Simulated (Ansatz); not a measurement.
The inner images of a band of Cl2Zn + H2 (5 atoms, charge 0, multiplicity 1) are given out of order.

The calculation used Ansatz, RKS PBE-D4/def2-SVP.

Image 0:

```xyz
5
Properties=species:S:1:pos:R:3
Zn 0.298 0.000 0.284
Cl 0.826 0.000 2.327
Cl -0.081 0.000 -1.792
H -2.254 0.000 0.467
H -2.075 0.000 1.218
```

Image 6:

```xyz
5
Properties=species:S:1:pos:R:3
Zn -0.981 0.000 -0.548
Cl 0.196 0.000 2.037
Cl 0.887 0.000 -1.569
H -2.442 0.000 -0.074
H -0.945 0.000 2.659
```

Problem. Put them in order from the first end to the last, with their energies above the first end.
A.
```xyz
5
Properties=species:S:1:pos:R:3
Zn -0.855 0.000 -0.347
Cl 0.190 0.000 2.310
Cl 0.587 0.000 -1.894
H -2.136 0.000 0.534
H -1.071 0.000 1.902
```
B.
```xyz
5
Properties=species:S:1:pos:R:3
Zn 0.123 0.000 0.159
Cl 0.562 0.000 2.238
Cl 0.164 0.000 -1.948
H -2.305 0.000 0.721
H -1.829 0.000 1.333
```
C.
```xyz
5
Properties=species:S:1:pos:R:3
Zn -0.627 0.000 -0.125
Cl 0.211 0.000 2.190
Cl 0.388 0.000 -1.980
H -2.023 0.000 0.804
H -1.234 0.000 1.615
```
D.
```xyz
5
Properties=species:S:1:pos:R:3
Zn -0.906 0.000 -0.463
Cl 0.211 0.000 2.187
Cl 0.777 0.000 -1.756
H -2.282 0.000 0.227
H -1.085 0.000 2.308
```
E.
```xyz
5
Properties=species:S:1:pos:R:3
Zn -0.268 0.000 0.044
Cl 0.377 0.000 2.156
Cl 0.318 0.000 -1.987
H -2.131 0.000 0.843
H -1.580 0.000 1.449
```

Solution. B (+0.06 eV), E (+0.51 eV), C (+1.17 eV), A (+0.93 eV), D (+0.87 eV).

Time of the run: 120 s on 1 thread of Arm Neoverse V1 (shared host), peak memory 0.16 GiB.
